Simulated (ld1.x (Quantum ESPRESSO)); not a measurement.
**u(r) = r·R(r): atom against pseudo-atom (lanthanum)**

Columns: radius, all-electron u(r) and pseudo u(r) of the 5d shell (level -3.10 eV) of lanthanum in the configuration [Kr] 4d10 4f0 5s2 5p6 5d1 6s2 6p0; PBEsol, scalar-relativistic, TM semilocal scheme, ld1.x (Quantum ESPRESSO) 7.5.

```
r (bohr)  all-electron  pseudo
   0.165        0.1769  0.0014
   0.330       -0.0441  0.0112
   0.495       -0.2523  0.0360
   0.660       -0.2546  0.0794
   0.825       -0.1277  0.1415
   0.990        0.0416  0.2185
   1.155        0.2052  0.3035
   1.320        0.3430  0.3885
   1.485        0.4496  0.4656
   1.650        0.5259  0.5288
   1.815        0.5761  0.5751
   1.980        0.6049  0.6039
   2.145        0.6170  0.6169
   2.310        0.6167  0.6171
   2.475        0.6073  0.6078
   2.640        0.5916  0.5919
   2.805        0.5718  0.5719
   2.970        0.5493  0.5493
   3.135        0.5254  0.5254
   3.300        0.5008  0.5008
   3.465        0.4759  0.4759
   3.630        0.4513  0.4513
   3.795        0.4270  0.4270
   3.960        0.4032  0.4032
   4.125        0.3801  0.3801
   4.290        0.3577  0.3577
```

Question: How many radial nodes do the two functions have?

Answer: The all-electron 5d function has n − l − 1 = 2; the pseudo-wave has 0, since the states of the same l below it are removed with the core.

Question: At about which radius was the pseudo-wave matched?

Answer: 3.30 bohr. The columns agree to 0.0005 from 2.64 bohr on; several derivatives are matched, so the curves merge somewhat inside the radius.

Question: Is the pseudo-wave norm-conserving?

Answer: Yes: the TM semilocal scheme keeps the norm inside the radius equal to the all-electron one, which fixes the energy derivative of the logarithmic derivative at the level.
